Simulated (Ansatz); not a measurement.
A search over several starts for the lowest SCF solution of RuO₄⁺ at the given spin, in a small basis.

```yaml
crystal:
  periodic: [false, false, false]
  atoms:
    - {symbol: Ru, position_ang: [-0.000002, -0.000000, -0.000000]}
    - {symbol: O, position_ang: [0.010558, -0.017960, 1.694309]}
    - {symbol: O, position_ang: [1.593972, 0.010469, -0.574679]}
    - {symbol: O, position_ang: [-0.806061, 1.387165, -0.545125]}
    - {symbol: O, position_ang: [-0.798478, -1.379674, -0.574506]}
basis:
  gaussian: {orbitals: def2-SVP}
total_charge: 1
magnetization: {spin_polarized: true, initial_magnetization: 1}
hamiltonian: {xc: pbe0, dispersion: d4}
output: {orbitals: {seedname: orbitals}}
```

```sh
$ ansatz run in.yaml --threads 2 --pin off --events-out ev --progress --plain --max-ram 4352MiB
```

Output, abridged:

```
Functional definition: PBE0
844 factors; integrals over basis functions are off by at most 6.8e-4 eV
mean field evaluation 1: about -10720.1232 eV, gradient 7.6e1 eV
mean field evaluation 2: about -10558.3779 eV, gradient 2.0e2 eV
mean field evaluation 4: about -10735.0663 eV, gradient 3.2e1 eV
mean field evaluation 8: about -10739.0613 eV, gradient 1.4e0 eV
mean field evaluation 16: about -10739.2959 eV, gradient 2.7e-1 eV
mean field evaluation 32: about -10739.2983 eV, gradient 1.2e-4 eV
mean field evaluation 64: about -10739.0349 eV, gradient 1.5e0 eV
mean field -10739.29832547 eV, -394.6619341032 hartree, gradient 5.7e-6 eV, S^2 1.000224; 4 other end points of the search recorded, 0 dependent functions left out
reference -10739.29837077 eV, -394.6619357679 hartree; 24, 23 occupied and 63, 64 virtual orbitals, 844 factors
Total energy: -10739.39166468 eV, -394.6653642557 hartree
```

Hardware: 2 threads of Intel Xeon 6975P-C on a shared host. Wall time 7 s.

Other converged states that the search met: 0.02 eV higher (⟨S²⟩ = 1.05).

In the def2 sets Ru takes a core potential; there is no spin–orbit coupling. The charge 1 doublet is spin-contaminated (final ⟨S²⟩ up to 1.00, 0.75 for a pure state).
